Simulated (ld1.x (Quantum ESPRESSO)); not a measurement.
# Reading a pseudo-wave (boron (B))

Columns: radius, all-electron u(r) and pseudo u(r) of the 2p shell (level -3.61 eV) of boron in the configuration [He] 2s2 2p1; PBE, scalar-relativistic, PAW scheme, ld1.x (Quantum ESPRESSO) 7.5.

```
r (bohr)  all-electron  pseudo
   0.163        0.0626  0.0088
   0.325        0.1775  0.0342
   0.488        0.2947  0.0749
   0.650        0.3954  0.1275
   0.813        0.4762  0.1890
   0.975        0.5385  0.2545
   1.138        0.5831  0.3206
   1.300        0.6109  0.3825
   1.463        0.6247  0.4375
   1.625        0.6268  0.4821
   1.788        0.6199  0.5151
   1.950        0.6061  0.5354
   2.113        0.5872  0.5436
   2.275        0.5647  0.5406
   2.438        0.5398  0.5284
   2.600        0.5135  0.5093
   2.763        0.4864  0.4854
   2.925        0.4594  0.4594
   3.088        0.4325  0.4325
   3.250        0.4064  0.4064
   3.413        0.3810  0.3810
   3.575        0.3568  0.3568
   3.738        0.3335  0.3335
   3.900        0.3115  0.3115
   4.063        0.2905  0.2905
   4.225        0.2708  0.2708
```

How many radial nodes do the two functions have?

The all-electron 2p function has n − l − 1 = 0; the pseudo-wave has 0.

At about which radius was the pseudo-wave matched?

3.25 bohr. The columns agree to 0.0005 from 2.92 bohr on; several derivatives are matched, so the curves merge somewhat inside the radius.

Where does each function peak?

Outermost all-electron maximum near 1.62 bohr, pseudo maximum near 2.11 bohr (to the table’s step).

Is the pseudo-wave norm-conserving?

No, it belongs to a PAW set: the norm inside the radius is not constrained, and the difference is carried by the augmentation charge.
